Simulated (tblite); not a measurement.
C13H14Si13 (flake SiC sheet) at step 0 of a GFN2-xTB optimisation (tblite, gas phase), coordinates in Å:

```
  1 C    -0.072    1.152   -0.002
  2 Si   -1.631    2.052   -0.007
  3 C    -3.172    1.152    0.001
  4 Si   -3.178   -0.631   -0.006
  5 C    -1.628   -1.532    0.003
  6 Si   -0.081   -0.636   -0.003
  7 C     4.573    3.841   -0.003
  8 Si    3.027    4.737    0.002
  9 C     1.476    3.837    0.000
 10 Si    1.470    2.048    0.002
 11 C     3.021    1.153   -0.002
 12 Si    4.571    2.047    0.000
 13 C     6.120    1.155    0.005
 14 Si    3.025   -0.636   -0.003
 15 C     4.571   -1.526    0.000
 16 Si    6.122   -0.635    0.006
 17 C     1.473   -1.529    0.001
 18 Si   -1.629   -3.324   -0.001
 19 C    -0.078   -4.214    0.003
 20 Si    1.476   -3.320    0.003
 21 Si   -4.730    2.053    0.002
 22 C    -6.279    1.156    0.000
 23 Si   -6.275   -0.631    0.007
 24 C    -4.732   -1.535   -0.001
 25 Si   -4.727   -3.318    0.001
 26 C    -3.184   -4.217    0.003
 27 H    -1.627    3.491   -0.001
 28 H     5.517    4.385    0.001
 29 H     3.024    6.174   -0.002
 30 H     0.530    4.384    0.003
 31 H     7.071    1.700   -0.001
 32 H     4.571   -2.620    0.000
 33 H     7.370   -1.356   -0.002
 34 H    -0.075   -5.307    0.004
 35 H     2.721   -4.039   -0.003
 36 H    -4.727    3.491   -0.003
 37 H    -7.223    1.699   -0.004
 38 H    -7.524   -1.353   -0.003
 39 H    -5.974   -4.045    0.000
 40 H    -3.182   -5.302    0.001
```

Q: What are the forces on the atoms (eV/Å)?

A: 
```
  1 C    -2.08    0.49   -0.01
  2 Si    1.42    0.15    0.02
  3 C    -0.98    1.30    0.00
  4 Si    0.78   -0.97    0.01
  5 C    -0.88    0.40   -0.01
  6 Si    0.61   -0.42    0.01
  7 C     0.03    1.01    0.01
  8 Si    0.26   -0.36   -0.01
  9 C    -0.62    0.74    0.01
 10 Si    1.30    1.53    0.00
 11 C    -0.67   -0.18    0.00
 12 Si    1.26    0.86    0.00
 13 C     1.19   -0.43    0.00
 14 Si    1.38   -0.05    0.00
 15 C     0.47   -1.08    0.00
 16 Si    0.04    0.40   -0.02
 17 C    -0.68   -0.70    0.00
 18 Si    0.41   -1.33    0.01
 19 C     0.70   -0.80    0.00
 20 Si   -0.35   -0.74   -0.01
 21 Si   -0.47   -0.04   -0.01
 22 C    -0.65    0.55    0.00
 23 Si   -0.51    0.29   -0.02
 24 C    -0.97    0.39    0.00
 25 Si    0.70   -1.73    0.00
 26 C    -1.24   -0.48   -0.01
 27 H    -0.23    0.57   -0.01
 28 H    -0.19   -0.18    0.00
 29 H    -0.06    0.73    0.00
 30 H     0.29   -0.10    0.00
 31 H    -0.43   -0.17    0.01
 32 H     0.05    0.37    0.00
 33 H     0.54   -0.36    0.01
 34 H    -0.06    0.37    0.00
 35 H     0.46   -0.35    0.00
 36 H     0.00    0.64    0.00
 37 H     0.15   -0.09    0.01
 38 H    -0.49   -0.26    0.01
 39 H    -0.58   -0.16    0.00
 40 H     0.06    0.19    0.00
```
